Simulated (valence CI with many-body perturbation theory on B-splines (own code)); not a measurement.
## N2+ in three bases

Calculated by valence CI with perturbative core correlation (CI+MBPT): three valence electrons over a frozen Dirac-Fock core [He], radial functions for each j: 9 s, 9 p, 8 d, 6 f, 3 g, 1 h, with the one-electron correlation potential Σ1 (screened to all orders), the two-electron term Σ2, the three-electron term Σ3, Breit, model QED; selected single and double excitations, second order for the rest, scaled by the run's own slope (own B-spline code, finite nucleus).

Against 41 measured levels this calculation errs by 90 cm⁻¹ on average and by 203 at most. These come from a selection out of Moore, Selected Tables of Atomic Spectra, NSRDS-NBS 3, section 5. Levels without a partner in it may be off by more.

The reference run has the lowest level 2s2.2p 2P°_1/2 and an ionisation energy of 47.4364 eV. Its largest variational space holds 12920 state functions.

Changed runs:
A. basis 6 s, 6 p, 5 d, 3 f, 1 g
B. basis 5 s, 5 p, 4 d, 2 f

Excitation energies of the reference run in cm⁻¹, and shifts in cm⁻¹:

```csv
Level,Reference,A,B
2s2.2p 2P°_3/2,174,-0.2,-0.2
2s.2p2 4P_1/2,57096,-87,-258
2s.2p2 4P_3/2,57155,-87,-258
2s.2p2 4P_5/2,57236,-87,-258
2s.2p2 2D_5/2,101112,+87,+282
2s.2p2 2D_3/2,101119,+87,+282
2s.2p2 2S_1/2,131207,+196,+516
2s.2p2 2P_1/2,146060,+121,+393
2s.2p2 2P_3/2,146169,+122,+394
2p3 4S°_3/2,186795,-67,-217
2p3 2D°_5/2,203154,+70,+288
2p3 2D°_3/2,203171,+69,+287
Ionisation energy (eV),47.4364,-0.0126,-0.0392
```
